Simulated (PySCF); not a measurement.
**Vertical excitation energies**

Species: C₄H₅FO₅.
Cartesian coordinates in Å at the GFN2-xTB level; atoms count from 1:
```
atom  x, y, z in Å
O1     3.1709   -0.5627    0.0759
C2     2.5217    0.4325    0.0863
O3     1.1998    0.5246   -0.0865
C4     0.4718   -0.6789   -0.2830
O5    -0.3730   -0.5342   -1.3581
C6    -1.4290    0.3494   -1.0623
O7    -2.1457   -0.0949    0.0685
C8    -1.3231   -0.2626    1.1430
F9    -0.9340    0.9746    1.6140
O10   -0.2027   -1.0231    0.8910
H11    2.9132    1.4501    0.2342
H12    1.1691   -1.5011   -0.4940
H13   -1.0438    1.3666   -0.8936
H14   -2.1164    0.3184   -1.9073
H15   -1.8832   -0.7507    1.9500
```

Level of theory: TDDFT PBE0/def2-SVPD, vertical, gas phase, core orbitals frozen in the response (PySCF).

| state | E (eV) | λ (nm) | ν̃ (cm⁻¹) | f | main configurations (H = HOMO, L = LUMO) |
| --- | --- | --- | --- | --- | --- |
| S1 | 5.95 | 208.2 | 48030 | 0.0012 | H→L (93%) |
| S2 | 7.70 | 161.0 | 62120 | 0.037 | H-1→L (82%) |
| S3 | 8.06 | 153.9 | 64990 | 0.031 | H-4→L (34%), H-3→L (30%), H-2→L (16%) |
| S4 | 8.33 | 148.8 | 67210 | 0.0091 | H-2→L (57%), H→L+1 (18%), H-4→L (9%) |
| S5 | 8.37 | 148.2 | 67500 | 0.0027 | H-3→L (32%), H→L+1 (28%), H-4→L (17%) |
| S6 | 8.55 | 145.0 | 68970 | 0.088 | H→L+1 (24%), H-1→L+1 (22%), H-4→L (21%) |

Triplets, Tamm–Dancoff:

```tsv
state	E (eV)	λ (nm)	main configurations (H = HOMO, L = LUMO)
T1	5.35	231.8	H→L (92%)
T2	6.15	201.7	H-2→L (26%), H-1→L (23%), H-3→L (20%)
```

The lowest singlet lies at 5.95 eV (208 nm, ultraviolet) and is very weak; its leading configuration is HOMO→LUMO (93%). The strongest level in the table is S6 at 8.55 eV (145 nm, f = 0.088). It is the last of those listed, so stronger ones may follow. S1 has the pattern of n→π* at C=O. The oscillator strengths of these states sum to 0.168; summed over the whole spectrum of an exact calculation they would give the number of electrons, 78 (Thomas–Reiche–Kuhn). The listed states span 2.60 eV, and the widest gap between neighbours is 1.75 eV (S1 to S2). Orbital energies (eV): HOMO-3 -9.88, HOMO-2 -9.73, HOMO-1 -9.24, HOMO -8.81, LUMO -0.48, LUMO+1 0.59, LUMO+2 0.98. No computed singlet lies in the visible range (380 to 750 nm); the lowest, at 208 nm, stands 2.69 eV above its violet end (3.26 eV). The window holds the lowest 6 singlets.

On an Intel Xeon at 2.70 GHz with one thread, no GPU, on a shared host, this took 2.0 min (grids of density and orbitals included) and 1.1 GiB of memory at its peak.

One conformer stands for the species.
